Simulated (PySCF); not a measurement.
## P: excitation energy

P [Ne] 3s2 3p3 (4S) → P [Ne] 3s2 3p2 4s1 (4P), as a difference of total energies. Computed with PySCF 2.14 in aug-cc-pV(T+d)Z with one added diffuse shell each of s, p, d, f type (7s6p5d3f, 71 functions), with the non-relativistic Hamiltonian (point nucleus). Correlated levels: valence: [Ne] frozen. The calculations carry no spin-orbit coupling.

```tsv
method	excitation energy (cm⁻¹)	error (cm⁻¹)
UHF	53452	-2738
MP2 (valence)	56503	+313
SCS-MP2 (valence)	55604	-586
CCSD (valence)	55803	-387
CCSD(T) (valence)	55987	-203
```

Reference: 56190 cm⁻¹ (measured; NIST levels, between the centres of gravity of the two terms).

Errors of the correlated levels include the incompleteness of this basis and the frozen core.
